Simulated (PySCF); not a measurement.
Work out the structure from these simulated measurements.

Formula: C9H9N.

| Property | Result |
| --- | --- |
| Rotational structure | rotational constants A, B, C: 2.417, 1.110, 0.871 GHz [GFN2-xTB] |
| 1H NMR | chemical shifts (computed TMS as zero) by class: 10.79 (1 H), 8.08 (1 H), 6.51 (1 H), 6.40 (1 H), 6.37 (1 H), 6.28 (1 H), 6.25 (1 H), 6.14 (1 H), 6.13 (1 H) ppm [GIAO PBE0/pcSseg-1] |
| Dipole | 3.06 D [PBE0/pcSseg-1] |
| NMR, other nuclei | isotropic shieldings of nuclei other than C and H, by class: -87 (1 N) ppm [GIAO PBE0/pcSseg-1] |
| 13C NMR | chemical shifts (computed TMS as zero) by class: 172.4 (1 C), 148.5 (1 C), 147.2 (1 C), 146.0 (1 C), 142.1 (1 C), 141.4 (1 C), 140.6 (1 C), 139.9 (1 C), 137.7 (1 C) ppm [GIAO PBE0/pcSseg-1] |

The electronic properties come from PySCF, for the isolated species, density fitting. Levels stand in brackets. Isolated species at its GFN2-xTB geometry (one conformer only). NMR classes are plain means over equivalent atoms (diastereotopic ones count apart unless rotation or inversion swaps them), as if these changed places fast.

Q: Give a SMILES that accounts for the data.

A: Numbering: `[H]\[N:1]=[CH:2]/[C:3]1=[CH:4]/[CH:5]=[CH:6]\[CH:7]=[CH:8]/[CH:9]=[CH:10]\1`. Its formula, C9H9N, gives 6 degrees of unsaturation: 1 ring and 5 π bonds in the structure found. 9 carbons fall into 9 classes; from least to most shielded: imine carbon [C2] (172.4 ppm), alkene CH carbon [C4] (148.5 ppm), fully substituted alkene carbon [C3] (147.2 ppm), alkene CH carbon [C9] (146.0 ppm), alkene CH carbon [C6] (142.1 ppm), alkene CH carbon [C8] (141.4 ppm), alkene CH carbon [C7] (140.6 ppm), alkene CH carbon [C5] (139.9 ppm), alkene CH carbon [C10] (137.7 ppm). Hydrogen classes from least to most shielded: 1 H on an imine nitrogen, N1 (10.79 ppm), 1 H on an imine carbon, C2 (8.08 ppm), 1 H on an alkene CH carbon, C9 (6.51 ppm), 1 H on an alkene CH carbon, C4 (6.40 ppm), 1 H on an alkene CH carbon, C5 (6.37 ppm), 1 H on an alkene CH carbon, C8 (6.28 ppm), 1 H on an alkene CH carbon, C6 (6.25 ppm), 1 H on an alkene CH carbon, C7 (6.14 ppm), 1 H on an alkene CH carbon, C10 (6.13 ppm). The other shieldings belong to: -87 ppm, imine nitrogen [N1]. The optimised geometry has point group C1 and is an asymmetric top. Structure: `[H]\N=C/C1=C/C=C\C=C/C=C\1`. Computed isomers that give other values at the same levels: `N#CCC1=C[C@@H]2C=C[C@H]1C2` (13C chemical shifts (computed TMS as zero) by class: 159.8 (1 C), 155.2 (1 C), 151.9 (1 C), 150.1 (1 C), 121.7 (1 C), 81.0 (1 C), 56.0 (1 C), 53.9 (1 C), 21.4 (1 C) ppm); `CC#Cc1ccccc1N` (13C chemical shifts (computed TMS as zero) by class: 154.2 (1 C), 140.1 (1 C), 134.6 (1 C), 121.4 (1 C), 116.2 (1 C), 109.9 (1 C), 99.5 (1 C), 83.6 (1 C), 5.9 (1 C) ppm); `C=C=C(C)c1ccncc1` (13C chemical shifts (computed TMS as zero) by class: 223.8 (1 C), 155.9 (2 C), 148.2 (1 C), 124.3 (2 C), 104.7 (1 C), 82.2 (1 C), 18.5 (1 C) ppm). The assignments are read from this structure; whether some other isomer fits the data as well wasn't checked.

Conformer computed: `[H]\[N:1]=[CH:2]/[C:3]1=[CH:4]/[CH:5]=[CH:6]\[CH:7]=[CH:8]/[CH:9]=[CH:10]\1`: N1–C2–C3–C4 174°.
